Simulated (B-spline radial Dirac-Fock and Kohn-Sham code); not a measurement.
How the levels of selenium move as electrons are removed

Calculated with a radial B-spline solver, using Dirac-Fock ΔSCF + Breit + QED. Each ion is free and in its tabulated ground configuration. Electron correlation is not included.

Reference: Se¹⁵⁺, [Ar] 3d1, with K 13196.3 eV, L1 2198.4 eV. Shifts from it, in eV (a dash: the subshell is empty, belongs to an open shell averaged over j, or its hole state is left out as unreliable):

```
  ion  configuration       K      L1
Se¹⁶⁺   [Ne] 3s2 3p6   +60.8   +60.0
Se¹⁷⁺   [Ne] 3s2 3p5  +126.2  +117.8
Se¹⁸⁺   [Ne] 3s2 3p4       ?       ?
Se¹⁹⁺   [Ne] 3s2 3p3  +262.7  +237.5
Se²⁰⁺   [Ne] 3s2 3p2  +333.8  +299.4
Se²¹⁺   [Ne] 3s2 3p1  +406.6  +362.6
Se²²⁺       [Ne] 3s2  +481.3  +427.2
Se²³⁺       [Ne] 3s1       –       –
Se²⁴⁺   [He] 2s2 2p6  +627.0  +551.7
Se²⁵⁺   [He] 2s2 2p5  +812.2  +671.1
```

Question: Give the missing shifts for Se¹⁸⁺.

Answer: K +193.5, L1 +177.0 (eV).
